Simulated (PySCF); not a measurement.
Species: C₅H₃FOS.
SMILES: `O=C(F)c1cccs1`

Theory: PySCF, TDDFT wB97X-D/def2-SVPD, vertical, gas phase, core orbitals frozen in the response. One conformer (not necessarily the lowest) at the PBE0-D3(BJ)/def2-SVP geometry, without solvent, vibrations or thermal averaging. Torsions of this conformer, `[O:1]=[C:2]([F:3])[c:4]1[cH:5][cH:6][cH:7][s:8]1`: O1–C2–C4–C5 179°.

Computed states:

| state | E (eV) | f |
| --- | --- | --- |
| S1 | 5.02 | 0.172 |
| S2 | 5.32 | 0.154 |
| S3 | 5.49 | 0.0001 |
| S4 | 6.73 | 0.0000 |
| S5 | 6.78 | 0.0018 |
| S6 | 7.11 | 0.0016 |
| S7 | 7.32 | 0.073 |
| S8 | 7.41 | 0.0019 |
| S9 | 7.59 | 0.305 |
| S10 | 7.71 | 0.0016 |

Broadening: Gaussians 0.25 eV wide at half height, area fixed by f = 4.319×10⁻⁹ ∫ε dν̃. The width is an assumption, not a result. The curve ends short of the highest state used, and states not computed would add to its high-energy end.

Task: Give the broadened spectrum and its maxima.

Result: 
```json
{"E (eV)": "4.64", "ε (L mol⁻¹ cm⁻¹)": "32"}
{"E (eV)": "4.75", "ε (L mol⁻¹ cm⁻¹)": "762"}
{"E (eV)": "4.86", "ε (L mol⁻¹ cm⁻¹)": "6112"}
{"E (eV)": "4.97", "ε (L mol⁻¹ cm⁻¹)": "16813"}
{"E (eV)": "5.07", "ε (L mol⁻¹ cm⁻¹)": "17479"}
{"E (eV)": "5.18", "ε (L mol⁻¹ cm⁻¹)": "12584"}
{"E (eV)": "5.29", "ε (L mol⁻¹ cm⁻¹)": "16585"}
{"E (eV)": "5.39", "ε (L mol⁻¹ cm⁻¹)": "13643"}
{"E (eV)": "5.50", "ε (L mol⁻¹ cm⁻¹)": "4121"}
{"E (eV)": "5.61", "ε (L mol⁻¹ cm⁻¹)": "429"}
{"E (eV)": "5.72", "ε (L mol⁻¹ cm⁻¹)": "16"}
{"E (eV)": "5.82", "ε (L mol⁻¹ cm⁻¹)": "0"}
{"E (eV)": "5.93", "ε (L mol⁻¹ cm⁻¹)": "0"}
{"E (eV)": "6.04", "ε (L mol⁻¹ cm⁻¹)": "0"}
{"E (eV)": "6.15", "ε (L mol⁻¹ cm⁻¹)": "0"}
{"E (eV)": "6.25", "ε (L mol⁻¹ cm⁻¹)": "0"}
{"E (eV)": "6.36", "ε (L mol⁻¹ cm⁻¹)": "0"}
{"E (eV)": "6.47", "ε (L mol⁻¹ cm⁻¹)": "3"}
{"E (eV)": "6.58", "ε (L mol⁻¹ cm⁻¹)": "33"}
{"E (eV)": "6.68", "ε (L mol⁻¹ cm⁻¹)": "123"}
{"E (eV)": "6.79", "ε (L mol⁻¹ cm⁻¹)": "191"}
{"E (eV)": "6.90", "ε (L mol⁻¹ cm⁻¹)": "129"}
{"E (eV)": "7.00", "ε (L mol⁻¹ cm⁻¹)": "219"}
{"E (eV)": "7.11", "ε (L mol⁻¹ cm⁻¹)": "1342"}
```

Maxima: 247 nm (5.02 eV), ε about 19000, made up of S1 (98%); 233 nm (5.32 eV), ε about 17000, made up of S2 (98%); 183 nm (6.78 eV), ε about 190, made up of S5 (99%) (ε in L mol⁻¹ cm⁻¹; maxima over ε = 5, shares over 10%). At its high-energy end, 7.11 eV, the curve is still rising (ε about 1300, from S6 and S7).

Task: On this curve, what absorbance would a 10⁻³ mol/L sample give at 248 nm over a 1 cm path?

Result: 248 nm is 4.999 eV, where ε is about 18000 L mol⁻¹ cm⁻¹, so A = ε c l ≈ 18 (Beer–Lambert, with the gas-phase spectrum and the assumed width).

Task: Coming from long wavelengths, where does ε first pass 100 L mol⁻¹ cm⁻¹?

Result: At about 265 nm (4.68 eV), 0.34 eV below S1.

Task: What would ε be at 5.02 eV, the highest of these maxima, with half the width (0.125 eV)?

Result: About 37100 L mol⁻¹ cm⁻¹ against 18900, a factor of about 1.97; a lone state at its own centre would give exactly 2.

All these states lie below the vertical ionisation energy of 9.69 eV (ΔSCF).
